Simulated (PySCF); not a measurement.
C3BCl2N.
SMILES with atom numbers: `[N:1]#[C:2][C:3]#[C:4][B:5]([Cl:6])[Cl:7]`

Geometry (PBE0-D3(BJ)/def2-SVP, Å), atoms numbered from 1 in this order:
```xyz
7
C3BCl2N angstrom
N     -3.3153   -1.0261   -0.8406
C     -2.2362   -0.6932   -0.5631
C     -0.9612   -0.3007   -0.2391
C      0.1745    0.0480    0.0452
B      1.5905    0.4838    0.3887
Cl     2.7054   -0.6690    1.0638
Cl     2.0765    2.1280    0.0950
```

The calculation used EOM-IP-CCSD/aug-cc-pVDZ in PySCF, restricted Hartree–Fock reference, 15 core orbitals frozen, non-relativistic, gas phase, PBE0-D3(BJ)/def2-SVP geometry.

Hartree–Fock orbital energies give these Koopmans values (eV): HOMO 11.71, HOMO-1 11.88, HOMO-2 13.24, HOMO-3 13.44, HOMO-4 13.77, HOMO-5 14.75, HOMO-6 15.15, HOMO-7 15.38.

**Question.** What vertical ionisation energies does EOM-IP-CCSD give?

**Answer.** 
```json
{"leading hole (HF orbital)": "HOMO", "Koopmans (eV)": "11.71", "EOM-IP-CCSD (eV)": "11.44", "change (eV)": "-0.27", "one-hole share": "0.96"}
{"leading hole (HF orbital)": "HOMO-1", "Koopmans (eV)": "11.88", "EOM-IP-CCSD (eV)": "11.71", "change (eV)": "-0.17", "one-hole share": "0.96"}
{"leading hole (HF orbital)": "HOMO-2", "Koopmans (eV)": "13.24", "EOM-IP-CCSD (eV)": "12.33", "change (eV)": "-0.91", "one-hole share": "0.95"}
{"leading hole (HF orbital)": "HOMO-3", "Koopmans (eV)": "13.44", "EOM-IP-CCSD (eV)": "12.53", "change (eV)": "-0.91", "one-hole share": "0.95"}
{"leading hole (HF orbital)": "HOMO-4", "Koopmans (eV)": "13.77", "EOM-IP-CCSD (eV)": "12.64", "change (eV)": "-1.13", "one-hole share": "0.95"}
{"leading hole (HF orbital)": "HOMO-5", "Koopmans (eV)": "14.75", "EOM-IP-CCSD (eV)": "13.99", "change (eV)": "-0.76", "one-hole share": "0.94"}
{"leading hole (HF orbital)": "HOMO-6", "Koopmans (eV)": "15.15", "EOM-IP-CCSD (eV)": "14.38", "change (eV)": "-0.77", "one-hole share": "0.93"}
{"leading hole (HF orbital)": "HOMO-7", "Koopmans (eV)": "15.38", "EOM-IP-CCSD (eV)": "14.62", "change (eV)": "-0.76", "one-hole share": "0.93"}
```

**Question.** Does the order of the lines follow the orbital energies?

**Answer.** Yes, no two lines change places. The corrections run from -1.13 to -0.17 eV, with a mean of -0.71 eV over the 8 lines; no line lies above its Koopmans value. Koopmans values leave out both the relaxation of the orbitals and the change in correlation energy.

**Question.** At what kinetic energies would He II light (40.81 eV) eject these electrons?

**Answer.** 29.37 eV (HOMO), 29.10 eV (HOMO-1), 28.48 eV (HOMO-2), 28.28 eV (HOMO-3), 28.17 eV (HOMO-4), 26.82 eV (HOMO-5), 26.43 eV (HOMO-6), 26.19 eV (HOMO-7).

**Question.** What total energy has the lowest final state, and which wavelength reaches it?

**Answer.** E(CCSD) + ionisation energy = -1112.72414 + 0.42030 = -1112.30384 Eh, at the geometry of the initial state. The threshold wavelength is 1239.84 eV nm/11.44 eV = 108.4 nm.

Lines less than 0.15 eV apart could change places at a higher level. One root was sought for each valence orbital with −ε under 21 eV, eight at most, so deeper holes and satellites are missing; no vibrational structure.
